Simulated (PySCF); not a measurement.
NMR parameters from quadrupole coupling constants

Species: C4H3F2O2 (charge -1).
Z-matrix (Å and degrees, GFN2-xTB geometry), rows numbered from 1:
```
C 
C   1  1.3271
C   2  1.4705  1  124.39
F   3  1.3801  2  111.49  1   145.93
F   3  1.3741  2  112.89  1    28.99
C   3  1.6703  2  107.94  1   -93.31
O   6  1.2183  3  112.79  2    91.51
O   6  1.2194  3  112.68  2   -86.53
H   1  1.0778  2  121.85  3   173.27
H   1  1.0763  2  121.03  3    -5.76
H   2  1.0816  1  122.02  3  -172.44
```

Computed at B3LYP/pcJ-1 (PySCF, non-relativistic):

```csv
atom,environment,nucleus,spin I,Q (b),CQ = χzz (MHz),η
O7,carboxylate oxygen,17O,5/2,-0.0256,7.531,0.364
O8,carboxylate oxygen,17O,5/2,-0.0256,7.900,0.332
```

Task: Give the quadrupolar product PQ = |CQ|√(1 + η²/3), the quadrupolar frequency νQ = 3|CQ|/[2I(2I − 1)] and the Larmor frequency ν0 = |g| × 7.62259 MHz/T × B at 7.05 T, with g(17O) = −0.75752.

Result: 
```tsv
atom	PQ (MHz)	νQ (MHz)	ν0 (MHz)	νQ/ν0
O7	7.695	1.130	40.71	0.028
O8	8.044	1.185	40.71	0.029
```

For O7: PQ = 7.531 × 1.0218, νQ = 7.531 × 0.1500, ν0 = 5.7742 MHz/T × 7.05 T.

Task: For half-integer spins with νQ below a tenth of ν0, find the second-order shift of the centre of gravity of the central transition at 7.05 and 14.1 T.

Result: δ = −(3/40)(PQ/ν0)² [I(I + 1) − 3/4]/[I²(2I − 1)²], in ppm:

| site | 7.05 T | 14.1 T |
| --- | --- | --- |
| 17O at O7 | -214 | -53.6 |
| 17O at O8 | -234 | -58.6 |

Task: Take a correlation time of 15 ps, isotropic tumbling and extreme narrowing. What quadrupolar relaxation rates and linewidths follow?

Result: Rate = (3π²/10) PQ² τc (2I + 3)/[I²(2I − 1)], the same for T1 and T2; width = rate/π.

```
     site  spin factor (2I + 3)/[I²(2I − 1)]  1/T1 (s⁻¹)  T1 (ms)  linewidth (Hz)
17O at O7                              0.320         842     1.19             268
17O at O8                              0.320         920     1.09             293
```

The structure is a single GFN2-xTB conformer in the gas phase; no vibrational or solvent corrections. The pcJ-1 basis has no diffuse functions, a weakness for an anion. GFN2-xTB bond lengths can be off by several hundredths of an ångström, more for odd bonds, and the gradients follow them. The basis is small and wasn't made for field gradients, so the couplings can be 20 % off.
